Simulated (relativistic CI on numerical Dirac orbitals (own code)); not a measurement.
# Hyperfine structure of Sc V, mass number 45

Method of calculation: Dirac-Coulomb-Breit CI, separate exchange-only KLI orbitals for each configuration, model QED (radiative potential, 1s self-energy scaled to tabulated hydrogen-like ionisation energies), valence Slater integrals scaled by 0.85, P86 correlation energy added to each configuration (own radial code, finite nucleus).

CI space (outside the closed core [Ne]): 3s²3p⁵, 3s3p⁶, 3s²3p⁴3d, 3s3p⁵3d, 3s²3p⁴4s, 3s²3p⁴4p, 3s²3p⁴4d, 3p⁶3d, 3s²3p⁴5s, 3s²3p⁴4f, 3s3p⁴3d², 3s²3p⁴5p, 3s²3p⁴5d, 3s3p⁵4s, 3s²3p³3d², 3s²3p²3d³, 3s3p³3d³, 3s²3p²3d²4s, 3s²3p²3d²4p, 3s²3p²3d²4d. Double excitations out of closed p, d and f shells are left out; levels of such configurations are missing from the list, as are those of other unlisted configurations, and high levels can miss mixing partners. These lack a partner that the ground configuration has and come out too high: 3s²3p⁴5s, 3s²3p⁴4f, 3s²3p⁴5p, 3s²3p⁴5d, 3s3p⁵4s.

Nuclear spin I = 7/2, μ = 4.754 μN, Q = -0.22 b (tables of Stone and Pyykkö). The electronic factors are computed for point nuclear moments, without core polarisation; leaving it out makes A of s and p electrons in near-neutral atoms 20 to 40 % too small, and it can dominate for d and f shells.

```csv
Level,E (cm⁻¹),A (MHz),B (MHz)
3s²3p⁵ ²P°3/2,0.0,1965,547
3s²3p⁵ ²P°1/2,4302.5,9497,
3s3p⁶ ²S1/2,182062.5,27810,
3s²3p⁴3d ⁴D7/2,240149.0,404.2,468
3s²3p⁴3d ⁴D5/2,240429.8,938.3,166
3s²3p⁴3d ⁴D3/2,240824.6,1508,-7.96
3s²3p⁴3d ⁴D1/2,241155.4,3398,
3s²3p⁴3d ⁴F9/2,259008.7,1048,-623
```

Levels with J = 0, under 50 % of one LS term, or S terms without an open s electron are left out. Small factors come from cancelling terms and can be off by tens of per cent or more.

At this charge configurations can still be misplaced by up to about 7 % of their energy. 13 of the 13 excited levels that our extract of the measured tables holds in this range could be paired (the sources list more); they are missed by 9788 cm⁻¹ on average and 28340 at most, and levels without a partner can miss by more.

Give the hyperfine levels of 3s²3p⁵ ²P°1/2 relative to its centre of gravity.

With K = F(F + 1) − I(I + 1) − J(J + 1), E = AK/2: F = 3: -21370, F = 4: 16620 MHz.
